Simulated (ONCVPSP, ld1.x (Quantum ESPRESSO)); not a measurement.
Potentials for As compared

Generated with ld1.x 7.5 (TM, RRKJ, ultrasoft, PAW), atompaw 4.2 or ONCVPSP 4.0.1. The cutoff is in Ry: for ld1.x and atompaw files where the sum of valence levels is converged to 10 mRy in a Bessel basis, for ONCV files where the hardest occupied wave has 1 mHa per electron of residual kinetic energy. The error is the largest all-electron minus pseudo excitation energy over each file’s own four to seven test configurations (ionisations up to +4, promotions, holes and added fractions of an electron), all of which were solved. The labels leave out finer settings (local radius, basis sizes, second energies), which also bear on the numbers. Spin-polarised tests are not counted. The rows are a selection from randomly drawn settings: files with unsolved tests, undetermined cutoffs or missed reference levels are left out.

| potential | cutoff (Ry) | largest error (meV) | bound ghosts |
| --- | --- | --- | --- |
| ONCV, PBEsol, scalar-relativistic, rc 1.65/2.20/1.20 (spd), local smoothed, core correction yes, reference 3d10 4s1.75 4p3.25, qcut 4.7/3.2/15.5, projectors 2/3/3 | 173 | -8.2 | none |
| TM, LDA (PZ), scalar-relativistic, rc 1.45/1.75 (sp), local smoothed, core correction yes, reference 4s2 4p1 | 35 | -162 | none |
| ultrasoft, LDA (PZ), scalar-relativistic, rc 1.65/1.80/2.10 (spd), local smoothed, core correction yes, reference 4s1.75 4p3.25 | 12 | -30 | none |
| ultrasoft, Wu–Cohen, scalar-relativistic, rc 1.70/1.65/1.55 (spd), local smoothed, core correction no, reference 4s2 4p3 | 10 | +35 | none |

(1) Fill in the row for As: TM semilocal, LDA (PZ), non-relativistic, rc 1.40/1.35/1.40 (spd), local d, core correction no, reference 4s2 4p3.

Results:

(1) cutoff 60 Ry, largest error +450 meV, bound ghosts: none.
